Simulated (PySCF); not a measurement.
InCl₃: breathing scan

These are results of PySCF, PBE0, basis In def2-SVP with ECP28, Cl def2-SVP (scalar-relativistic core potentials, no spin–orbit coupling, density fitting), not measurements.

Rigid scan from the singlet minimum (In–Cl 2.321 Å (×3); Cl–In–Cl 120.0° (×3)). Coordinate: all bonds to the central atom scaled together. Energies in kJ/mol from the minimum.

| scale of all bonds to the centre | E (kJ/mol) |
| --- | --- |
| 0.88 | 264.9 |
| 0.92 | 102.0 |
| 0.96 | 22.2 |
| 1.00 | 0.0 |
| 1.04 | 17.0 |
| 1.08 | 59.7 |
| 1.14 | 151.6 |
| 1.22 | 293.8 |
| 1.35 | 509.2 |

At long bonds a restricted determinant can lie too high, and another spin state can fall below this curve.

Other isomers or separated fragments may lie lower.
